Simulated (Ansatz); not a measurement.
Input for Ansatz (a quantum-chemistry and plane-wave program): R-SVWN5/def2-TZVPP on H4PbSSi (SMILES [SiH3][Pb][SH]), a point of a torsion scan. Elements past Kr take the def2 small-core potentials; no spin–orbit coupling.

Ansatz 0.2 input:
```yaml
crystal:
  periodic: [false, false, false]
  atoms:
    - {symbol: Si, position_ang: [-1.38237385, -0.10961833, -0.02865796]}
    - {symbol: Pb, position_ang: [0.88897699, 1.22121638, -0.53792418]}
    - {symbol: S, position_ang: [-0.07154924, 2.37410462, -2.56200611]}
    - {symbol: H, position_ang: [-1.58072550, -1.30012848, -0.85827444]}
    - {symbol: H, position_ang: [-2.61738379, 0.65462489, -0.17766099]}
    - {symbol: H, position_ang: [-1.45031043, -0.63229857, 1.34283663]}
    - {symbol: H, position_ang: [0.98348135, 3.08460587, -2.93536491]}
basis:
  gaussian:
    orbitals: def2-TZVPP
hamiltonian:
  xc: {name: SVWN5}
scf: {lower_state_search: off}
```

Program output:

```
WARN ansatz: RAYON_NUM_THREADS=1 ignored (pool sized by the plan → 1); use --threads N
Functional definition: SVWN5
these checks for a lower state are left out or cut short: stability, starts, cluster_reference, orbital_swaps, neighbouring_geometries, increment
integrals: 0.12 GiB planned
1190 factors; their error is unknown
mean field: 0.71 GiB planned
mean field evaluation 1: about -23947.7223 eV, gradient 3.2e1 eV
mean field evaluation 2: about -23916.1426 eV, gradient 9.4e1 eV
mean field evaluation 4: about -23951.4124 eV, gradient 7.9e0 eV
mean field evaluation 8: about -23951.5627 eV, gradient 2.5e-1 eV
mean field evaluation 16: about -23951.5422 eV, gradient 1.3e-4 eV
mean field -23951.54224333 eV, -880.2029425040 hartree, gradient 4.5e-6 eV, S^2 0.000000; 0 other end points of the search recorded, 0 dependent functions left out
reference -23951.54228537 eV, -880.2029440490 hartree; 28, 28 occupied and 162, 162 virtual orbitals, 1190 factors
Total energy: -23951.54228537 eV, -880.2029440490 hartree
Checks for a lower state left out: stability, starts, cluster_reference, orbital_swaps, neighbouring_geometries, increment
```

The run converged.

Cost: about 2.6 core-seconds (a rough figure).
